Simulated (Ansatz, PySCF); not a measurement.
C$_{4}$H$_{6}$F$_{2}$Si, singlet, at a GFN2-xTB geometry, with bond 8-1 at 2.4 times its length. Base run: PySCF with CASSCF(4,5)/STO-3G.

Input for PySCF:
```python
from pyscf import gto, scf, mcscf
import numpy

mol = gto.Mole()
mol.atom = '''
    C    -2.596625    0.692465    0.652674
    C    -1.364818    1.068121    0.338611
    Si   -0.003601   -0.102017   -0.201054
    F     0.605673    0.390955   -1.604391
    F    -0.645410   -1.516621   -0.614054
    C     1.389203   -0.377358    1.022734
    C     2.623897    0.080099    0.869885
    H    -3.324585   -1.787444    0.555329
    H    -3.355437    1.397791    0.953946
    H    -1.116200    2.120881    0.398171
    H     1.157622   -0.947474    1.914362
    H     2.910971    0.653258    0.003615
    H     3.401096   -0.104359    1.595132
'''
mol.basis = 'sto-3g'
mol.charge = 0
mol.spin = 0
mol.verbose = 4
mol.build()

mf = scf.RHF(mol)
mf.kernel()
mc = mcscf.CASSCF(mf, 5, 4)
mc.fix_spin_(ss=0.0)
mc.kernel()
occ = numpy.linalg.eigvalsh(mc.fcisolver.make_rdm1(mc.ci, mc.ncas, mc.nelecas))[::-1]
ss = mc.fcisolver.spin_square(mc.ci, mc.ncas, mc.nelecas)[0]
print('natural occupations', occ.round(4), ' <S^2>', round(ss, 4))
```

Programs used: Ansatz (an electronic-structure program), PySCF; a row that names a program was run with it.

Variants of this job, named by their change:

```tsv
change	ΔE vs base (kcal/mol)	natural occupations	<S^2> of the state
base	0.000	1.87 1.32 0.68 0.13 0.00	0.00
fix_spin_ = off	0.000	1.87 1.32 0.68 0.13 0.00	0.00
code = ansatz	0.013	-	-
start = MP2 natural orbitals	0.000	1.87 1.32 0.68 0.13 0.00	0.00
orbitals = fixed (CASCI); correction = SC-NEVPT2	-159.1	1.96 1.34 0.66 0.04 0.00	0.00
state_average = 2 states	0.75	-	-
active space = 4 electrons, 4 orbitals	0.83	1.86 1.32 0.68 0.14	0.00
correction = SC-NEVPT2	-159.8	1.87 1.32 0.68 0.13 0.00	0.00
code = ansatz; correction = SC-NEVPT2, all electrons	-159.8	-	-
active space = 2 electrons, 2 orbitals	30.26	1.32 0.68	0.00
solver = newton	0.000	1.87 1.32 0.68 0.13 0.00	0.00
```

Active orbitals are taken around the Fermi level unless the row says otherwise; CASSCF can end in different local minima, and two programs can end on different orbitals. State-averaged rows give the lowest state.
